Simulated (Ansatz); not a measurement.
Ansatz (an electronic-structure program) input file for In₂O, SMILES [O]([In])[In] (connectivity only; charge and spin as stated), neutral, multiplicity 1, PBE0/def2-SVPD. Geometry optimised at B3LYP-D3(BJ)/def2-TZVP. The def2 effective core potentials stand for the cores of In; spin–orbit coupling is left out.

Ansatz 0.2 input:
```yaml
crystal:
  periodic: [false, false, false]
  atoms:
    - {symbol: In, position_ang: [0.00000000, 0.00000000, -2.01643998]}
    - {symbol: O, position_ang: [0.00000000, 0.00000000, 0.00000000]}
    - {symbol: In, position_ang: [0.00000000, 0.00000000, 2.01643998]}
basis:
  gaussian:
    orbitals: def2-SVPD
hamiltonian:
  xc: {name: PBE0}
```

Log of the run:

```
WARN ansatz: RAYON_NUM_THREADS=1 ignored (pool sized by the plan → 1); use --threads N
Functional definition: PBE0
integrals: 0.05 GiB planned
1073 factors; integrals over basis functions are off by at most 2.4e-4 eV
mean field: 0.35 GiB planned
mean field evaluation 1: about -12381.5883 eV, gradient 7.4e1 eV
mean field evaluation 2: about -12229.4060 eV, gradient 1.9e2 eV
mean field evaluation 4: about -12392.8747 eV, gradient 5.9e0 eV
mean field evaluation 8: about -12392.9718 eV, gradient 8.5e-1 eV
mean field evaluation 16: about -12392.9731 eV, gradient 4.5e-5 eV
mean field -12392.97314350 eV, -455.4333627646 hartree, gradient 4.4e-5 eV, S^2 0.000000; 0 other end points of the search recorded, 0 dependent functions left out
reference -12392.97317336 eV, -455.4333638620 hartree; 25, 25 occupied and 62, 62 virtual orbitals, 1073 factors
Total energy: -12392.97317336 eV, -455.4333638620 hartree
```

The calculation finished and met its thresholds.
